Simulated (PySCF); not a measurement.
Assigning NMR signals

Geometry:
```
atom   x (Å)   y (Å)   z (Å)
  C1   3.018  -0.166  -0.677
  C2   2.078  -1.002   0.184
  C3   0.911  -0.207   0.769
  C4  -0.052   0.364  -0.279
  C5  -0.714  -0.695  -1.100
  N6  -0.834  -1.875  -0.693
  C7  -1.124   1.201   0.412
  C8  -2.164   0.474   1.277
 Si9  -2.912   1.425  -0.160
 H10   3.882  -0.757  -0.972
 H11   3.370   0.704  -0.126
 H12   2.523   0.176  -1.583
 H13   1.682  -1.833  -0.400
 H14   2.648  -1.425   1.015
 H15   0.342  -0.863   1.428
 H16   1.302   0.622   1.364
 H17   0.495   1.026  -0.961
 H18  -1.109  -0.327  -2.060
 H19  -1.331  -2.509  -1.315
 H20  -0.671   2.057   0.905
 H21  -2.268   0.817   2.297
 H22  -2.126  -0.605   1.223
 H23  -3.520   2.719   0.096
 H24  -3.435   0.698  -1.303
```

Computed data (PySCF 2.14): NMR shieldings at PBE0/pcSseg-1/GIAO, coordinates at the GFN2-xTB level. No relativistic terms, single conformer, isolated molecule, equivalent nuclei averaged.

References, each an isolated molecule treated in the same way: 13C (186.93 ppm), 1H (31.72 ppm) vs TMS.

Question: Assign these signals to the numbered atoms. 13C{1H} NMR (computed): δ 177.7, 43.6, 37.2, 22.0, 14.7, 12.2, -6.4.

Answer: 
| δ (ppm) | atoms | environment | reason |
| --- | --- | --- | --- |
| 177.7 | C5 | carbon bonded to C, N, H | – |
| 43.6 | C4 | carbon bonded to 3 C, H | – |
| 37.2 | C3 | carbon bonded to 2 C, 2 H | – |
| 22.0 | C2 | carbon bonded to 2 C, 2 H | – |
| 14.7 | C1 | carbon bonded to C, 3 H | – |
| 12.2 | C7 | carbon bonded to 2 C, Si, H | – |
| -6.4 | C8 | carbon bonded to C, Si, 2 H | – |

Question: Assign these signals to the numbered atoms. 1H NMR (400 MHz, computed): δ 10.82 (br s, 1H), 8.18 (d, 1H), 3.11 (m, 1H), 2.71 (m, 1H), 2.51 (m, 1H), 2.39 (m, 1H), 1.94 (m, 1H), 1.38 (m, 1H), 1.19 (m, 1H), 1.06 (m, 1H), 0.91 (m, 1H), 0.89 (m, 3H), 0.57 (m, 1H).

Answer: 
10.82 → H19, hydrogen on a nitrogen bonded to C
8.18 → H18, hydrogen on a carbon bonded to C, N
3.11 → H17, hydrogen on a carbon bonded to 3 C
2.71 → H15, hydrogen on a carbon bonded to 2 C
2.51 → H23, hydrogen on a silicon bonded to 2 C
2.39 → H24, hydrogen on a silicon bonded to 2 C
1.94 → H13, hydrogen on a carbon bonded to 2 C
1.38 → H14, hydrogen on a carbon bonded to 2 C
1.19 → H16, hydrogen on a carbon bonded to 2 C
1.06 → H20, hydrogen on a carbon bonded to 2 C, Si
0.91 → H22, hydrogen on a carbon bonded to C, Si
0.89 → H10/H11/H12, hydrogen on a carbon bonded to C
0.57 → H21, hydrogen on a carbon bonded to C, Si

H23 and H24; H22 and H10/H11/H12 lie closer than the usual error of such a calculation, so a measured spectrum could show them in the other order.

OH/NH shifts are gas-phase values; hydrogen bonding in solution moves them, usually downfield. Shifts are as computed. Against solution values, carbons near 30 ppm lie about +3 ppm off and those near 130 ppm about +5 ppm. Of 1309 compounds with measured shifts, 239 miss one by over three times the rms of a fit or turn the order of signals round; such compounds aren't used in these exercises. No couplings were computed; multiplicities are counted from neighbouring protons, with m where these are inequivalent, close in shift, in a saturated or five-membered ring or joined by F or P, and br s for small geminal =CH2 splittings.
